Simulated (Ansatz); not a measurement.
Program: Ansatz. Geometries: PBE0-D4/def2-TZVP. ΔE: electronic, gas phase. CCSD(T)/CBS adds triple-zeta CCSD(T) − MP2 to the extrapolated MP2 energy (def2 sets, frozen cores). This one scheme is used for every species, atoms too. Open shells (•) are unrestricted, without spin–orbit coupling. Spin–orbit coupling would lower the free atoms: a little for C, Cl; clearly for Se; strongly for In. Elements past krypton have def2 core potentials. Bonds to In, Se are less sure, by a few kJ/mol each and by 10 to 20 or more in all where they break to atoms, as the def2 sets lack core-valence functions. Scalar relativity is left out up to krypton. One conformer a species, not always the lowest.

`C[Se][InH][Cl]` → C• + Cl• + 4 H• + In• + Se•  (atomization)

`C[Se][InH][Cl]`:

Z-matrix (Å, degrees):
```
C
Se 1 1.962
H 1 1.086 2 110.5
H 1 1.089 2 105.6 3 119.0
H 1 1.086 2 110.3 3 -122.1
In 2 2.475 1 99.1 3 57.8
Cl 6 2.344 2 111.2 1 -0.6
H 6 1.701 2 131.3 1 179.7
```

```json
{"species": "`C[Se][InH][Cl]`", "CCSD(T)/def2-TZVPP energy (Eh)": "-3089.85406"}
{"species": "C•", "CCSD(T)/def2-TZVPP energy (Eh)": "-37.78103"}
{"species": "Cl•", "CCSD(T)/def2-TZVPP energy (Eh)": "-459.66464"}
{"species": "H•", "CCSD(T)/def2-TZVPP energy (Eh)": "-0.49981"}
{"species": "In•", "CCSD(T)/def2-TZVPP energy (Eh)": "-189.46228"}
{"species": "Se•", "CCSD(T)/def2-TZVPP energy (Eh)": "-2400.05814"}
```

(1) Work out ΔE.

Largest T1 diagnostic among the species: 0.015.

## Answers

(1) ΔE = 4 × (-0.49981) + (-37.78103) + (-459.66464) + (-189.46228) + (-2400.05814) − (-3089.85406) = 0.88873 Eh = +557.7 kcal/mol. CCSD(T)/CBS gives +574.7 kcal/mol.

At CCSD(T), def2-SVP lies −41.7 kcal/mol from the extrapolated value and def2-TZVPP −17.0 kcal/mol: correlation converges slowly with the basis, and small sets miss more of it in the bonded molecule than in its fragments. From r2SCAN to r2SCAN0 (25 % exact exchange), in def2-TZVPP and without D4, ΔE moves by −7.6 kcal/mol: exact exchange takes away binding that semilocal exchange gives to molecules.

For atomizations the MP2-based limit and the directly extrapolated one differ by several kJ/mol either way, and by 10 to 25 for some Ge, Se and Sn compounds, so smaller differences from it don't rank the levels.
